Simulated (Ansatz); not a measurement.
YF₃, 4 atoms. Hardware: 4 threads of Intel Xeon on a shared host.

In the def2 sets Y takes a core potential; there is no spin–orbit coupling. Correlated methods freeze 3 core orbitals; core or outer-core shells of Y are correlated, in sets that lack core-valence functions.

Question: How many basis functions does each of these Ansatz runs have, and roughly what does it cost? PBE-D4/def2-TZVP, charge 0 singlet, energy and forces, from earlier orbitals; PBE0-D4/def2-SVP, charge 1 doublet at the geometry of the charge 0 singlet, energy with a search over starts; r2SCAN0-D4/def2-TZVP, charge 0 triplet, energy, from earlier orbitals; CAM-B3LYP-D4/def2-TZVP, charge 0 singlet, energy, from earlier orbitals; MP2/def2-TZVP, charge 0 singlet, energy, from earlier orbitals; PBE0-D4/def2-TZVP, charge 0 quintet, energy, from earlier orbitals; r2SCAN-D4/def2-TZVP, charge 0 triplet, energy, from earlier orbitals; RPA@PBE/def2-TZVP, charge 0 singlet, energy, from earlier orbitals; r2SCAN-D4/def2-TZVP, charge 1 doublet at the geometry of the charge 0 singlet, energy, from earlier orbitals; r2SCAN-D4/def2-TZVP, charge 0 unrestricted singlet, energy, from earlier orbitals; PBE-D4/def2-SVP, charge 0 singlet, energy, from earlier orbitals; PBE-D4/def2-TZVP, charge 0 singlet, relaxation, 5 steps.

Answer: Other jobs shared the machine, so times can vary by a factor of up to 3. A dash marks memory too small to be measured apart from the calling script's.

```tsv
run	functions	fitting or Cholesky vectors	wall time	peak host memory (GiB)
PBE-D4/def2-SVP, charge 0 singlet, energy, from earlier orbitals	73	733	0.86 s	–
MP2/def2-TZVP, charge 0 singlet, energy, from earlier orbitals	133	974	1.5 s	–
PBE-D4/def2-TZVP, charge 0 singlet, energy and forces, from earlier orbitals	133	804	1.7 s	–
CAM-B3LYP-D4/def2-TZVP, charge 0 singlet, energy, from earlier orbitals	133	835	1.9 s	–
RPA@PBE/def2-TZVP, charge 0 singlet, energy, from earlier orbitals	133	974	2.8 s	–
r2SCAN-D4/def2-TZVP, charge 0 unrestricted singlet, energy, from earlier orbitals	133	804	3.6 s	–
PBE-D4/def2-TZVP, charge 0 singlet, relaxation, 5 steps	133	804	6.5 s	–
r2SCAN-D4/def2-TZVP, charge 1 doublet at the geometry of the charge 0 singlet, energy, from earlier orbitals	133	804	11 s	–
r2SCAN-D4/def2-TZVP, charge 0 triplet, energy, from earlier orbitals	133	804	11 s	–
r2SCAN0-D4/def2-TZVP, charge 0 triplet, energy, from earlier orbitals	133	850	14 s	–
PBE0-D4/def2-TZVP, charge 0 quintet, energy, from earlier orbitals	133	850	22 s	–
PBE0-D4/def2-SVP, charge 1 doublet at the geometry of the charge 0 singlet, energy with a search over starts	73	693	29 s	–
```
